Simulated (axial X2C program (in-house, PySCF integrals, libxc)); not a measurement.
Spin–orbit effects down a group: molecules with Cl, HF

Calculated with an in-house relativistic program for diatomic molecules, spin-free (one-electron X2C) or two-component (2c: spin–orbit coupling with atomic mean-field Coulomb and Gaunt terms, which also bring small scalar terms), in Dyall basis sets with cores contracted in-house; open shells are unrestricted.

Basis sets: Cl dyall-av3z, Hf dyall-cv3z, Ti dyall-cv3z, Zr dyall-cv3z.

| molecule | spin-free state | Re (Å) | ωe (cm⁻¹) | De (eV) | 2c state | Re 2c (Å) | ωe 2c (cm⁻¹) | De 2c (eV) |
| --- | --- | --- | --- | --- | --- | --- | --- | --- |
| TiCl | M_S = 3/2, Λ = 3 | 2.362 | 377.8 | 3.65 | Ω = 3/2 | 2.362 | 377.7 | n/a |
| ZrCl | M_S = 3/2, Λ = 0 | 2.411 | 359.9 | n/a | Ω = 3/2 | 2.411 | 359.8 | n/a |
| HfCl | M_S = 1/2, Λ = 2 | 2.372 | 350.2 | 4.00 | Ω = 3/2 | 2.374 | 350.2 | n/a |

Each entry is the lowest single determinant of a limited PBE0 search at one distance. De goes to single-determinant-based atoms at the same level (for ions the charge split of lowest energy) and is withheld (n/a) where an atom does not fit its ground term or J level. Main or longest-lived isotopes. One determinant is a doubtful description, or other states lie close, for TiCl, ZrCl, HfCl; these need not be ground states, and all values refer to the states named. With several unpaired electrons the Ω given is that of one determinant, not necessarily of the lowest component.
